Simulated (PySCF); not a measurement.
Compound: C3H7F3Si2.
Numbering: `[F:1][C:2]([F:3])([F:4])[CH:5]1[SiH2:6][CH2:7][SiH2:8]1` (hydrogens: H9 on C5; H10, H11 on Si6; H12, H13 on C7; H14, H15 on Si8)

Computed geometry: GFN2-xTB, gas phase.

(1) List the bond lengths, angles and torsions at this level.

Results:

(1) 
```tsv
bond	length (bohr)	order
F1–C2, C2–F3, C2–F4	2.556	single
C2–C5	2.793	single
C5–Si6, C5–Si8	3.649	single
Si6–C7, C7–Si8	3.631	single
C5–H9	2.057	single
Si6–H10, Si8–H14	2.756	single
Si6–H11, Si8–H15	2.764	single
C7–H12	2.053	single
C7–H13	2.054	single
```

Bonds in one row agree within 0.02 bohr and their mean is given. Orders are formal, as drawn. A selection of angles:
```tsv
angle	degrees
F1–C2–F3	105.2
F1–C2–C5	113.0
C2–C5–Si6	112.7
C2–C5–H9	106.8
Si6–C5–Si8	92.9
Si6–C5–H9	115.8
C5–Si6–C7	86.8
C5–Si6–H10	113.7
C5–Si6–H11	110.7
C7–Si6–H10	115.8
C7–Si6–H11	115.9
H10–Si6–H11	111.6
Si6–C7–Si8	93.5
Si6–C7–H12	114.7
Si6–C7–H13	113.9
H12–C7–H13	106.2
```

Torsions: F1–C2–C5–Si6 -52° (synclinal); C2–C5–Si6–C7 115° (anticlinal); C5–Si6–C7–Si8 1° (synperiplanar); Si6–C7–Si8–C5 -1° (synperiplanar); C2–C5–Si8–C7 -115° (anticlinal).

Si6 (SiH2 silicon) has angles from 86.8° to 115.9°. The 4-membered ring C5–Si6–C7–Si8 has internal angles of 86.8° to 93.5° (sum 360°, against 360° for a flat polygon); it is planar, 0.01 Å rms from its mean plane, widest ring torsion 1°. All 3 C–F bonds measure 1.351 to 1.353 Å.

Point group: Cs (every atom within 0.08 Å of its image). Stationary, but not proved a minimum.
